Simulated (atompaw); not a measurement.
# Before and after: PAW (atompaw) potential for niobium (Nb)

atompaw 4.2.0.5 input, output lines left out:

```
Nb 41
GGA-PBESOL scalarrelativistic loggrid 1500 logderivrange -2 5 176
5 5 4 0 0 0
5 0 0.75
5 1 0.25
4 2 4
0 0 0
c
c
c
c
v
c
c
c
v
c
v
2
3.00 2.80 2.85 2.60
y
5.05
n
y
0.3
n
y
0.95
n
custom rrkj gramschmidtortho besselshape
bessel
3.00
3.00
3.00
3.00
3.00
3.00
```

All-electron outer shells of the reference configuration (PBEsol, scalar-relativistic, ld1.x):

```
shell  level (eV)  outermost node (bohr)  outermost maximum (bohr)
   4s      -58.68                   0.53                      1.04
   4p      -34.82                   0.54                      1.12
   5s       -4.23                   1.41                      3.08
   4d       -3.36                   0.55                      1.49
   5p       -1.27                   1.62                      4.15
```

Change: wave 4d channel at 0.95 Ry: rc 3.00 bohr becomes 4d channel at 4.13 Ry: rc 3.00 bohr.

Cutoffs: the cutoffs (Ry, on a coarse ladder) from which the occupation-weighted sum of valence levels, in a spherical-Bessel basis at the reference potential, stays within 10 and 1 mRy of its value at 400 Ry; they do not see the model core or the augmentation charge, which bear on the density cutoff.

Q: What does the change do?

A: The potential gets harder (10 Ry and 12 Ry → 10 Ry and 15 Ry); neither file shows a bound ghost.

```csv
quantity,base,changed
"cutoff, loose",10 Ry,10 Ry
"cutoff, tight",12 Ry,15 Ry
loose cutoff by channel (10 mRy a level),"s 6 Ry, p 6 Ry, d 8 Ry","s 6 Ry, p 6 Ry, d 10 Ry"
bound ghosts,none,none
s: phases at 3.02 bohr within 0.05 rad from the reference energy up to (Ry; the scan ends near 5),3.2,3.2
p: phases at 3.02 bohr within 0.05 rad from the reference energy up to (Ry; the scan ends near 5),0.9,0.9
d: phases at 3.02 bohr within 0.05 rad from the reference energy up to (Ry; the scan ends near 5),1.7,1.3
lowest overlap eigenvalue by channel,"s 0.06, p 0.65, d 0.87","s 0.06, p 0.65, d 0.79"
```

 The cutoffs see the waves, projectors and local potential, not the compensation charge or the core.
